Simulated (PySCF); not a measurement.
Job file and geometry (Å, from PBE0-D3(BJ)/def2-SVP) of an NMR shielding run on SMILES C(CP(C)C(F)=C(F)F)P, C$_{5}$H$_{9}$F$_{3}$P$_{2}$, GIAO PBE0/pcSseg-1 NMR shielding, non-relativistic, gas phase (PySCF 2.14.0, density-fitted response routines); density fitting, a coarse starting grid and PySCF grid level 2 are the driver's defaults:

```
$ OMP_NUM_THREADS=1 python probes_run.py task.json out

{"job": {"kind": "nmr", "xc": "PBE0", "basis": "pcSseg-1"}, "charge": 0, "multiplicity": 1}
C      0.270405    -1.542372     1.152037
P      0.282058     0.250048     0.693244
C     -0.483157     0.160823    -1.007038
C     -1.935516    -0.300116    -1.022274
P     -3.191691     0.683898    -0.053730
C      2.012832     0.362241     0.141600
F      2.482978    -0.541223    -0.739542
C      2.872337     1.300178     0.555466
F      4.113245     1.381779     0.156321
F      2.573828     2.242437     1.408935
H      0.832732    -1.672791     2.088223
H     -0.765575    -1.861867     1.338070
H      0.714463    -2.178349     0.371550
H      0.132757    -0.497986    -1.642167
H     -0.405383     1.178859    -1.425069
H     -2.023196    -1.342923    -0.672952
H     -2.304025    -0.315814    -2.061527
H     -2.730419     1.980711    -0.442655
H     -2.478346     0.724787     1.185060
```

**Question.** Write the output of this run.

**Answer.** 
```
coarse grid: 17520 points
cycle   1  E = -1177.0898914057  dE =  1.242e+00  |g| = 7.774e-01  |ddm| = 4.027e+00
cycle   2  E = -1176.9542585753  dE =  1.356e-01  |g| = 1.177e+00  |ddm| = 1.292e+00
cycle   3  E = -1177.1993372051  dE = -2.451e-01  |g| = 9.768e-02  |ddm| = 8.714e-01
cycle   4  E = -1177.2007093594  dE = -1.372e-03  |g| = 5.744e-02  |ddm| = 1.465e-01
cycle   5  E = -1177.2012870320  dE = -5.777e-04  |g| = 1.334e-02  |ddm| = 5.570e-02
cycle   6  E = -1177.2013202011  dE = -3.317e-05  |g| = 5.051e-03  |ddm| = 1.660e-02
cycle   7  E = -1177.2013257802  dE = -5.579e-06  |g| = 1.109e-03  |ddm| = 4.557e-03
final grid: 163056 points
cycle   8  E = -1177.2799164966  dE = -4.627e-05  |g| = 9.514e-03  |ddm| = 3.625e-02
cycle   9  E = -1177.2798988629  dE =  1.763e-05  |g| = 1.320e-02  |ddm| = 1.808e-02
cycle  10  E = -1177.2799375692  dE = -3.871e-05  |g| = 1.125e-03  |ddm| = 1.114e-02
cycle  11  E = -1177.2799378148  dE = -2.456e-07  |g| = 3.436e-04  |ddm| = 1.331e-03
cycle  12  E = -1177.2799378380  dE = -2.318e-08  |g| = 1.460e-04  |ddm| = 3.995e-04
cycle  13  E = -1177.2799378427  dE = -4.653e-09  |g| = 2.849e-05  |ddm| = 1.554e-04
cycle  14  E = -1177.2799378429  dE = -1.855e-10  |g| = 9.175e-06  |ddm| = 4.660e-05
converged SCF energy = -1177.2799378429

GIAO shielding tensors (ppm)
atom      isotropic    diamagn.    paramagn.     s11        s22        s33       span
  0 C      177.664     253.514     -75.850    166.769    177.249    188.974     22.205
  1 P      398.835     967.583    -568.748    359.074    380.089    457.343     98.268
  2 C      152.161     254.448    -102.287    137.607    154.496    164.380     26.773
  3 C      169.978     249.269     -79.290    161.859    164.213    183.863     22.003
  4 P      476.417     964.353    -487.936    400.556    482.759    545.935    145.378
  5 C       49.653     258.914    -209.261     14.337     59.052     75.570     61.233
  6 F      382.068     474.240     -92.172    306.219    385.089    454.895    148.676
  7 C       16.891     252.651    -235.760    -61.851     54.664     57.861    119.712
  8 F      261.840     468.454    -206.614    207.737    276.173    301.610     93.873
  9 F      285.196     474.693    -189.498    271.377    276.660    307.549     36.172
 10 H       30.293      29.696       0.597     25.722     26.964     38.194     12.472
 11 H       30.322      31.206      -0.884     24.700     29.691     36.575     11.875
 12 H       29.823      31.046      -1.223     25.201     28.350     35.919     10.718
 13 H       28.749      33.047      -4.298     22.090     29.544     34.613     12.523
 14 H       29.911      33.257      -3.346     25.078     29.593     35.063      9.985
 15 H       30.141      31.064      -0.923     24.855     30.165     35.402     10.547
 16 H       29.543      28.967       0.576     22.931     28.362     37.335     14.404
 17 H       28.557      29.322      -0.764     24.579     26.827     34.267      9.688
 18 H       27.634      29.199      -1.565     21.765     29.060     32.076     10.311
```

Size and cost of the density-fitted run: 229 basis functions, 69 s wall time on 1 thread of an Arm Neoverse V1, shared host; peak memory 1.1 GiB.
